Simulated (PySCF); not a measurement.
PySCF input file for Al(OH)4 (AlH4O4), SMILES [OH][Al-]([OH])([OH])[OH], charge -1, PBE0/pcSseg-1. Coordinates come from a B3LYP-D3(BJ)/def2-SVPD optimisation. The isomer is the one that the SMILES or the coordinates give; other isomers of the formula were not compared. One conformer was computed; it need not be the lowest.

```python
import numpy as np
from pyscf import gto, scf, dft
from pyscf.prop.nmr import rks as nmr

mol = gto.M(
    atom='''
    Al   -0.00000000    0.00000000   -0.00000000
    O    -1.50623748   -0.26176390   -0.93287647
    H    -1.69389211   -1.18781566   -1.10613365
    O    -0.26176389    1.50623747    0.93287648
    H    -1.18781564    1.69389211    1.10613367
    O     0.26176391   -1.50623747    0.93287648
    H     1.18781566   -1.69389211    1.10613365
    O     1.50623746    0.26176390   -0.93287649
    H     1.69389209    1.18781566   -1.10613367
    ''',
    basis='pcSseg-1',
    charge=-1,
    spin=0,
    max_memory=1600,
    verbose=3,
)
mf = dft.RKS(mol, xc='pbe0')
mf.grids.level = 3
mf.conv_tol = 1e-10
mf.max_cycle = 100
mf.kernel()
n = nmr.NMR(mf)
n.verbose = 2
n.max_cycle_cphf = 60
sigma = n.kernel()
print('atom   isotropic/ppm   span/ppm')
for i, s in enumerate(sigma):
    w = np.linalg.eigvalsh((s + s.T) / 2)
    print(f'{mol.atom_symbol(i):2s}{i + 1:3d} {w.mean():14.3f} {w[2] - w[0]:11.3f}')
```

Output:

```
converged SCF energy = -545.532213203038
atom   isotropic/ppm   span/ppm
Al  1        485.337       7.579
O   2        328.952      51.325
H   3         32.456      20.700
O   4        328.952      51.325
H   5         32.456      20.700
O   6        328.952      51.325
H   7         32.456      20.700
O   8        328.952      51.325
H   9         32.456      20.700
```

Self-consistency was reached.

Cost: about 25 core-seconds (a rough figure).
